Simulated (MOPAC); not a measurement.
MOPAC input (PM3):

```
PM3 FORCE THERMO(298,298) PRECISE LET CHARGE=-1 GEO-OK AUX(PRECISION=9) THREADS=1
C2H8ClSi2

C    -0.01154575 1   -2.38225588 1    0.33461150 1
Si    0.65009660 1   -0.90966281 1   -0.64305393 1
C     2.36990952 1   -0.50531944 1    0.01313000 1
Si   -0.79713556 1    1.06445389 1   -0.84557760 1
Cl   -1.18305942 1    1.64466954 1    1.19895590 1
H     0.67168636 1   -3.23578616 1    0.31078384 1
H    -0.16534602 1   -2.11359957 1    1.38392982 1
H    -0.97381224 1   -2.71687697 1   -0.06316584 1
H     0.83871671 1   -1.40289041 1   -2.05391335 1
H     2.83078057 1    0.28946428 1   -0.58050812 1
H     2.31684713 1   -0.15444955 1    1.04791816 1
H     3.03867035 1   -1.37018169 1   -0.00923506 1
H    -2.06028190 1    0.24218667 1   -1.07016964 1
```

Output:

```
 *******************************************************************************
 **                                                                           **
 **                              MOPAC v23.2.5                                **
 **                                                                           **
 *******************************************************************************
 ** MOPAC's Digital Object Identifier: https://doi.org/10.5281/zenodo.6511958 **
 **                                                                           **
 ** Please cite the open-source release paper for use of this MOPAC version:  **
 ** J. E. Moussa and J. J. P. Stewart (2026)                                  **
 ** MOPAC: An open-source semiempirical molecular orbital program             **
 ** J. Open Source Softw., 11(119), 8025, https://doi.org/10.21105/joss.08025 **
 *******************************************************************************

                              PM3 CALCULATION RESULTS

 *******************************************************************************
 *  PM3        - The PM3 Hamiltonian to be used
 *  GEO-OK     - OVERRIDE INTERATOMIC DISTANCE AND OTHER SAFETY CHECKS
 *
 *
 *
 *                 CHARGE ON SYSTEM = -1
 *
 *
 *
 *  LET        - OVERRIDE SOME SAFETY CHECKS
 *  PRECISE    - TIGHTER CRITERIA TO BE USED
 *  FORCE      - FORCE CALCULATION SPECIFIED
 *  AUX        - OUTPUT AUXILIARY INFORMATION
 *  THERMO     - THERMODYNAMIC QUANTITIES TO BE CALCULATED
 *******************************************************************************
PM3 FORCE THERMO(298,298) PRECISE LET CHARGE=-1 GEO-OK AUX(PRECISION=9) THREADS=1
 C2H8ClSi2

   ATOM   CHEMICAL          X               Y               Z
  NUMBER   SYMBOL      (ANGSTROMS)     (ANGSTROMS)     (ANGSTROMS)

     1       C         -0.01154575  *  -2.38225588  *   0.33461150  *
     2      Si          0.65009660  *  -0.90966281  *  -0.64305393  *
     3       C          2.36990952  *  -0.50531944  *   0.01313000  *
     4      Si         -0.79713556  *   1.06445389  *  -0.84557760  *
     5      Cl         -1.18305942  *   1.64466954  *   1.19895590  *
     6       H          0.67168636  *  -3.23578616  *   0.31078384  *
     7       H         -0.16534602  *  -2.11359957  *   1.38392982  *
     8       H         -0.97381224  *  -2.71687697  *  -0.06316584  *
     9       H          0.83871671  *  -1.40289041  *  -2.05391335  *
    10       H          2.83078057  *   0.28946428  *  -0.58050812  *
    11       H          2.31684713  *  -0.15444955  *   1.04791816  *
    12       H          3.03867035  *  -1.37018169  *  -0.00923506  *
    13       H         -2.06028190  *   0.24218667  *  -1.07016964  *

          CARTESIAN COORDINATES

    NO.       ATOM           X           Y           Z

     1         C         -0.0115     -2.3823      0.3346
     2        Si          0.6501     -0.9097     -0.6431
     3         C          2.3699     -0.5053      0.0131
     4        Si         -0.7971      1.0645     -0.8456
     5        Cl         -1.1831      1.6447      1.1990
[...]
 TRANSITION DIPOLE   0.0442         C  3 -- H 12         +24.0% ( 50.5%)     98.7%
 TRAVEL (Ang.)       0.2773         C  1 -- H  7         +18.7% ( 44.6%)     93.1%
 REDUCED MASS        0.2807         C  3 -- H 11         +11.1% ( 34.3%)     93.2%
 EFFECTIVE MASS      1.4857
 FORCE CONSTANT      1.6148

 VIBRATION         30   30A           ATOM PAIR      ENERGY CONTRIBUTION    RADIAL
 FREQUENCY          3128.63         C  1 -- H  8         +58.5% ( 78.8%)     98.5%
 TRANSITION DIPOLE   0.0613         C  1 -- H  7         +34.4% ( 60.4%)     94.4%
 TRAVEL (Ang.)       0.2105         C  1 -- H  6          +4.6% ( 22.1%)     52.9%
 REDUCED MASS        0.4862         C  3 -- H 10          +1.0% ( 10.1%)     98.5%
 EFFECTIVE MASS      1.4863
 FORCE CONSTANT      2.8041

 VIBRATION         31   31A           ATOM PAIR      ENERGY CONTRIBUTION    RADIAL
 FREQUENCY          3129.32         C  3 -- H 10         +58.5% ( 78.8%)     98.6%
 TRANSITION DIPOLE   0.1036         C  3 -- H 11         +33.7% ( 59.8%)     94.1%
 TRAVEL (Ang.)       0.2113         C  3 -- H 12          +5.3% ( 23.7%)     57.1%
 REDUCED MASS        0.4828         C  1 -- H  8          +1.0% ( 10.1%)     98.6%
 EFFECTIVE MASS      1.4881
 FORCE CONSTANT      2.7854

 VIBRATION         32   32A           ATOM PAIR      ENERGY CONTRIBUTION    RADIAL
 FREQUENCY          3226.54         C  3 -- H 10         +35.3% ( 57.0%)     97.7%
 TRANSITION DIPOLE   0.0849         C  3 -- H 11         +34.6% ( 56.5%)     97.6%
 TRAVEL (Ang.)       0.2560         C  3 -- H 12         +28.3% ( 51.1%)     96.7%
 REDUCED MASS        0.3190         C  1 -- H  8          +0.6% (  7.5%)     97.8%
 EFFECTIVE MASS      1.1176
 FORCE CONSTANT      1.9567

 VIBRATION         33   33A           ATOM PAIR      ENERGY CONTRIBUTION    RADIAL
 FREQUENCY          3227.99         C  1 -- H  8         +34.4% ( 56.3%)     97.6%
 TRANSITION DIPOLE   0.0495         C  1 -- H  7         +34.0% ( 55.9%)     97.6%
 TRAVEL (Ang.)       0.2565         C  1 -- H  6         +29.8% ( 52.4%)     97.0%
 REDUCED MASS        0.3176         C  3 -- H 11          +0.6% (  7.3%)     97.8%
 EFFECTIVE MASS      1.1173
 FORCE CONSTANT      1.9500

      SYMMETRY NUMBER FOR POINT-GROUP C1  =  1

          SYSTEM IS A GROUND STATE

 C2H8ClSi2

          MOLECULE IS NOT LINEAR

          THERE ARE 33 GENUINE VIBRATIONS IN THIS SYSTEM
          THIS THERMODYNAMICS CALCULATION IS LIMITED TO
          MOLECULES WHICH HAVE NO INTERNAL ROTATIONS

                    CALCULATED THERMODYNAMIC PROPERTIES
                                          *
   TEMP. (K)   PARTITION FUNCTION   H.O.F.    ENTHALPY  HEAT CAPACITY ENTROPY
                                   KCAL/MOL   CAL/MOLE    CAL/K/MOL  CAL/K/MOL

 298.00  VIB.     0.1836D+04                  4268.9616    25.3304    29.2596
         ROT.     0.4161D+06                   888.2803     2.9808    28.6925
         INT.     0.7638D+09                  5157.2419    28.3112    57.9521
         TRA.     0.1330D+28                  1480.4672     4.9680    40.3500
         TOT.                      -93.475    6637.7091    33.2792    98.3021

   *: NOTE: HEATS OF FORMATION ARE RELATIVE TO THE
            ELEMENTS IN THEIR STANDARD STATE AT 298K
              (=  Standard Enthalpy of Formation).

            Hvib:  Zero-point energy is not included.
                   frequencies of less than zero cm-1 are not included.
            Hrot = (3/2)RT
            Htra = (3/2)RT + pV = (5/2)RT

            Heat capacity is Cp, not Cv

          For more information, see: HTTP://OpenMOPAC.net/Manual/thermochemistry.html

           FORCE CONSTANT IN CARTESIAN COORDINATES (Millidynes/A)

    ATOM   CHEMICAL       X               Y               Z
   NUMBER   SYMBOL  FORCE CONSTANT  FORCE CONSTANT  FORCE CONSTANT

      1       C        4.722306        7.738833        7.666331
      2      Si        3.483315        3.490349        3.301459
      3       C        7.459372        5.017348        7.675039
      4      Si        1.907043        1.978134        1.692586
      5      Cl        0.199213        0.270105        0.983678
      6       H        1.237353        2.083138        3.474607
      7       H        1.173430        1.401712        4.251144
      8       H        1.188711        4.943610        0.697121
      9       H        0.417905        0.544280        1.702838
     10       H        5.524307        0.609057        0.694519
     11       H        0.992050        1.575639        4.257473
     12       H        1.424502        1.890470        3.471595
     13       H        1.015992        1.444236        0.273123

 **********************
 *                    *
 * JOB ENDED NORMALLY *
 *                    *
 **********************

 == MOPAC DONE ==
```

The dipole moment of an ion depends on the origin.
